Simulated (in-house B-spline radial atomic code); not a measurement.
A run on neutral erbium (an excited or competing configuration) that did not converge. Method: scalar-relativistic (X2C) wB97X, spin-polarised, spherical fractional occupations, exact exchange averaged over the configuration, Fermi nucleus of rms radius 5.2516 fm; computed with a B-spline radial code for spherical atoms.

Command:
```bash
python run_scf.py task.json out
```
Settings (nuclear radius in fm, mass in u):
```
Z                68
configuration    [Kr] 4d10 4f12 5s2 5p5 6s2 7f1
hamiltonian      x2c
method           wb97x
spin_polarised   True
nucleus          fermi
rms_radius       5.2516
atomic_mass      165.9303
speed_of_light   137.035999084
exact_exchange   averaged over the configuration
```

First and last ten iterations of the last attempt (damped for 15 steps, keeping 80 % of the old Fock matrix, then DIIS):
```
 iter        energy (Eh)    residual
    1      -13084.837288    5.06e-01
    2      -13085.324586    1.49e-01
    3      -13085.572998    7.36e-02
    4      -13085.622414    4.34e-02
    5      -13085.635870    2.92e-02
    6      -13085.641486    2.04e-02
    7      -13085.644302    1.46e-02
    8      -13085.645948    1.06e-02
    9      -13085.646971    7.74e-03
   10      -13085.647670    5.68e-03
  111      -13085.649107    1.92e-04
  112      -13085.649085    2.68e-04
  113      -13085.649089    2.52e-04
  114      -13085.649086    2.63e-04
  115      -13085.649100    2.35e-04
  116      -13085.649123    1.93e-04
  117      -13085.649109    1.39e-04
  118      -13085.649088    2.31e-04
  119      -13085.649136    1.94e-04
  120      -13085.649199    5.41e-04
 not converged after 120 iterations
```

The smallest residual met was 1.3e-04; the threshold is about 7e-07. No energy from this run should be used. Run time, properties included: 26 s on 1 thread of Intel(R) Xeon(R) 6975P-C, on a shared host.
